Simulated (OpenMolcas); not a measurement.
**Mn2+, Tc2+, Re2+: d5 down the group**

| Quantity | Value |
| --- | --- |
| Program | OpenMolcas 26.06 |
| Method | CASSCF |
| Basis | ANO-RCC-VQZP |
| Scalar Hamiltonian | DKH2, point nucleus |
| Spin-orbit coupling | state interaction with AMFI integrals over the reference wave functions, term energies averaged over their components |

Active space for each ion: 5 electrons in 10 orbitals (d d).

Computed levels in cm-1 above 6S 5/2:

```tsv
Level	Mn2+	Tc2+	Re2+
4G 7/2	30812	23826	22021
4G 9/2	30834	23928	23126
4G 11/2	30846	23920	22680
4P 3/2	35181	27104	23499
4P 1/2	35216	27465	25436
4D 7/2	38323	29389	27971
4D 1/2	38330	29725	30542
4D 3/2	38368	30017	31504
2I 11/2	43862	33990	31711
weight of 6S in the lowest level (%)	100	100	93
```

Mixed levels, with the weight of the term that names them: Re2+ 4P 3/2 (52 %), Re2+ 4P 1/2 (70 %), Re2+ 4D 1/2 (72 %), Re2+ 4D 3/2 (50 %).

Measured, with the error of the calculation in %. Measured levels: Mn2+ from Corliss and Sugar, J. Phys. Chem. Ref. Data 6, 1253 (1977); Re2+ from the list in Brasseur, Gamrath and Quinet, At. Data Nucl. Data Tables 157, 101636 (2024).

```csv
Level,Mn2+,Re2+
4G 7/2,,16890 (+30.4)
4G 9/2,,18346 (+26.1)
4G 11/2,,18020 (+25.9)
4D 7/2,32307 (+18.6),20453 (+36.8)
4D 1/2,32369 (+18.4),
2I 11/2,39174 (+12.0),26170 (+21.2)
```

Without spin-orbit coupling 4G lies 30827, 23878, 22546 cm-1 above 6S in that order; the difference to the level 4G 7/2, of either sign, comes from spin-orbit coupling, which also lowers the zero.

Without dynamic correlation excited terms often stand tens of per cent too high (terms of higher spin than the ground term too low), and those without a measured partner can miss by more than the paired ones. Active for correlation alone: 4d; no level in the range computed is led by a configuration that fills it, so any true level of that kind is missing (holds for Mn2+). Active for correlation alone: 5d; no level in the range computed is led by a configuration that fills it, so any true level of that kind is missing (holds for Tc2+). Some levels mix across a computed gap that differs much from the measured one, so their mixing is not that of the real levels (holds for Re2+). Active for correlation alone: 6d; no level in the range computed is led by a configuration that fills it, so any true level of that kind is missing (holds for Re2+). Computed and measured levels are paired by configuration, term and J; levels that our copy of the source lacks, or whose pairing is in doubt (as where it misses far off the trend of its configuration), stay unpaired and out of the deviations. Levels of configurations outside the active space are missing.
